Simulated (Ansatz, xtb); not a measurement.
# A geometry optimisation of CH6N2Se with r2SCAN-D4/def2-SVP

The starting geometry of this gas-phase singlet was built from a drawn formula by distance geometry and a force field; its bonds are those of `[CH2-][NH2+][Se]N`.

```yaml
atoms:
  - { symbol: C, position_ang: [-0.4962, -1.9802, -1.5779] }
  - { symbol: N, position_ang: [0.0511, -0.7880, -1.0117] }
  - { symbol: N, position_ang: [0.9869, 0.7550, 1.0801] }
  - { symbol: Se, position_ang: [0.4199, -1.0495, 0.8166] }
  - { symbol: H, position_ang: [-0.8290, -1.8049, -2.6414] }
  - { symbol: H, position_ang: [0.2664, -2.7907, -1.5481] }
  - { symbol: H, position_ang: [-0.6334, -0.0066, -1.1044] }
  - { symbol: H, position_ang: [0.9234, -0.4930, -1.4890] }
  - { symbol: H, position_ang: [1.9765, 0.7752, 0.5826] }
  - { symbol: H, position_ang: [1.1511, 0.8718, 2.0939] }
```

Predict what it relaxes into with r2SCAN-D4/def2-SVP.

It rearranges to `NC[Se]N`. Contacts that open: N2–Se4 (1.88 → 2.92 Å). Contacts that close: C1–Se4 (2.73 → 2.03 Å).

The energy falls by 4.05 eV over 23 steps:

```
step  E − E(last) (eV)
   1             4.046
   3             3.420
   6             3.075
   8             2.993
  11             2.870
  13             1.576
  16             0.207
  18             0.042
  21             0.000
  23             0.000
```

Final geometry (Å):

```xyz
10

C    -0.0824   -1.5645   -1.1031
N     0.1138   -0.4420   -1.9460
N     0.7276    0.2198    0.9167
Se    1.0972   -1.5879    0.5496
H    -1.1147   -1.5866   -0.7238
H     0.1308   -2.5156   -1.6151
H     0.0158    0.4082   -1.3842
H     1.0603   -0.4360   -2.3284
H     1.6165    0.7119    1.0167
H     0.2519    0.2818    1.8184
```

From the same start GFN2-xTB ends elsewhere, in pieces: H2NSe + CH4N.

The end wasn't checked by frequencies. Run with Ansatz 0.2.0, 53 s on 2 threads of Arm Neoverse V2 (shared host).
